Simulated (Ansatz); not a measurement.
Start from `C[Si@H](O)O[Si@@H](O)F` and change one atom or group to get `O[SiH](F)O[SiH2]Cl`.

Ansatz, PBE0-D4/def2-TZVP geometries, multiplicity 1. Each molecule was computed in one conformer, which needn't be the lowest.

| property | `C[Si@H](O)O[Si@@H](O)F` |
| --- | --- |
| HOMO–LUMO gap (B3LYP/def2-TZVPP) / eV | 8.63 |
| HOMO energy (PBE0/def2-TZVPP) / eV | -8.86 |
| HOMO–LUMO gap (ωB97M-V/def2-TZVPP) / eV | 12.96 |
| size of the dipole moment (PBE/def2-TZVPP) / D | 2.79 |
| HOMO energy (PBE/def2-TZVPP) / eV | -7.38 |
| size of the dipole moment (B3LYP/def2-TZVPP) / D | 2.83 |

What does the change do to each property? (Estimate.)

The calculation gave: 
```
                                        property  `O[SiH](F)O[SiH2]Cl`  shift
           HOMO–LUMO gap (B3LYP/def2-TZVPP) / eV                  8.87   0.24
              HOMO energy (PBE0/def2-TZVPP) / eV                 -9.17  -0.31
         HOMO–LUMO gap (ωB97M-V/def2-TZVPP) / eV                 13.31   0.35
  size of the dipole moment (PBE/def2-TZVPP) / D                  1.42  -1.37
               HOMO energy (PBE/def2-TZVPP) / eV                 -7.73  -0.35
size of the dipole moment (B3LYP/def2-TZVPP) / D                  1.52  -1.31
```

With PBE0 the HOMO falls by 0.31 eV and the LUMO falls by 0.19 eV, so the gap widens by about 0.12 eV. PBE moves the HOMO by -0.35 eV and ωB97M-V by -0.26 eV. Dipoles are sizes alone; their direction can turn.

B3LYP here is the variant with VWN-RPA as its local correlation; programs differ in this.
